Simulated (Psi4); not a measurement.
A dimer, H2 ··· HCl (SMILES [H][H] and Cl); the first 2 atoms form monomer A.

```
4

H      0.3719     0.0000     0.0000
H     -0.3719     0.0000     0.0000
Cl     3.3369    -0.0203     0.0215
H      2.0549    -0.0102     0.0122
```

Problem. What interaction energy does SAPT0/jun-cc-pVDZ, frozen core (Psi4) give, and which attractive term is the largest?

Solution. Total 2.11 kcal/mol: electrostatics 0.84, exchange 3.82, induction -1.49, dispersion -1.07. The most attractive term is induction.
